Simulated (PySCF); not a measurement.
**Ga(OH)₂ + 2 HCl → GaCl₂ + 2 H₂O**

Level: PBE0 in the def2-TZVP basis family, all electrons, no relativity, computed in PySCF with density fitting; open shells unrestricted.

| species | state and structure | E (Eh) | ZPE (kJ/mol) | H(298 K) − H(0) (kJ/mol) | S° (J/(mol K)) |
| --- | --- | --- | --- | --- | --- |
| Ga(OH)₂ | doublet, C2v, Ga–O 1.797 Å (×2), O–H 0.960 Å (×2); Ga–O–H 113.7° (×2), O–Ga–O 113.5° | -2076.18521 | 68.9 | 14.7 | 291.3 |
| HCl | singlet, C∞v, H–Cl 1.279 Å | -460.66440 | 17.9 | 8.7 | 186.6 |
| GaCl₂ | doublet, C2v, Ga–Cl 2.160 Å (×2); Cl–Ga–Cl 119.1° | -2844.80901 | 5.5 | 13.4 | 302.1 |
| H₂O | singlet, C2v, O–H 0.960 Å (×2); H–O–H 105.1° | -76.37736 | 56.5 | 9.9 | 188.7 |

Problem. What is the electronic reaction energy?

Solution. At PBE0/def2-TZVP, ΔE = -130.5 kJ/mol from the differences of the total energies times 2625.5, downhill. 

Problem. Add zero-point, thermal and entropy terms for 298.15 K and 1 bar.

Solution. ΔZPE = 13.8 and Δ[H(298) − H(0)] = 1.1 kJ/mol give ΔH° = -115.6 kJ/mol. ΔS° = 15.0 J/(mol K), so ΔG° = -115.6 − 298.15 × (0.0150) = -120 kJ/mol and log₁₀K = 21.0.

Each species is the lowest minimum found with this bonding; other isomers or fragments can lie lower.
